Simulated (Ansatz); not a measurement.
`B[NH][Al]([F])[SH]`, relaxed with RKS PBE-D4/def2-SVP in Ansatz from a rough embedded geometry. The force threshold is 0.03 eV/Å; the program also tests the step.

Total charge 0; spin multiplicity 1.

Start:

```xyz
9

B     1.013    0.126    1.254
N     0.960   -0.837    0.042
Al   -0.760   -0.651   -0.843
F    -1.735   -2.173   -1.040
S    -1.411    1.336   -1.621
H     0.912    1.311    0.975
H     1.286   -0.242    2.288
H     1.716   -0.570   -0.649
H    -1.981    1.700   -0.407
```

```csv
step,energy (eV),largest force (eV/Å),largest move (Å)
1,-22360.0085,4.246,0.000
2,-22360.4919,2.454,0.193
3,-22360.8819,1.382,0.194
4,-22361.1167,1.112,0.194
5,-22361.3369,0.986,0.200
6,-22361.5664,0.813,0.198
7,-22361.7321,0.622,0.196
8,-22361.8198,1.521,0.195
9,-22361.9834,0.629,0.200
10,-22362.0863,0.580,0.198
11,-22362.1475,0.372,0.200
13,-22362.2029,0.232,0.022
15,-22362.2242,0.213,0.125
17,-22362.2359,0.133,0.040
19,-22362.2391,0.050,0.026
21,-22362.2424,0.078,0.056
23,-22362.2665,0.738,0.172
25,-22362.3192,0.512,0.178
27 (rejected),-22362.2667,0.872,0.200
29,-22362.3538,0.144,0.020
31,-22362.3540,0.028,0.051
```

End:

```xyz
9

B     0.970    0.091    1.019
N     1.065   -0.056   -0.360
Al   -0.673   -0.615   -0.469
F    -1.016   -2.258   -0.440
S    -2.327    0.690   -1.065
H     1.781    0.447    1.846
H    -0.194   -0.195    1.438
H     1.917    0.105   -0.897
H    -1.523    1.791   -1.072
```

It took 47 s on 4 threads of a server CPU on a shared host, with 0.2 GiB of host memory at the peak.
